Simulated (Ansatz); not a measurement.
CH$_{5}$BOSi (`B1CO[SiH2]1`), relaxed with RKS PBE-D4/def2-SVP in Ansatz from a rough embedded geometry. The force threshold is 0.03 eV/Å; the program also tests the step.

Charge 0, multiplicity 1.

Start:

```xyz
9

B     0.091   -1.019    0.415
C     1.006    0.309    0.382
O     0.196    1.318   -0.240
Si   -1.107    0.205   -0.439
H     0.233   -2.140    0.171
H     1.249    0.602    1.407
H     1.944    0.094   -0.207
H    -2.248    0.636    0.409
H    -1.364   -0.004   -1.899
```

```
step  energy (eV)  largest force (eV/Å)  largest move (Å)
   1  -11703.3194                 1.801             0.000
   2  -11703.8481                 0.761             0.196
   3  -11703.9517                 0.789             0.198
   4  -11703.9729                 0.235             0.042
   5  -11703.9773                 0.079             0.055
   6  -11703.9778                 0.041             0.008
   7  -11703.9779                 0.007             0.003
```

End:

```xyz
9

B     0.157   -1.064    0.254
C     1.043    0.237    0.361
O     0.172    1.282   -0.166
Si   -1.176    0.256   -0.501
H     0.408   -2.210    0.558
H     1.366    0.465    1.409
H     1.998    0.169   -0.222
H    -2.416    0.636    0.272
H    -1.552    0.230   -1.964
```

Hardware: 2 threads of an Arm Neoverse V1 on a shared host. Wall time 12 s, peak host memory 0.14 GiB.
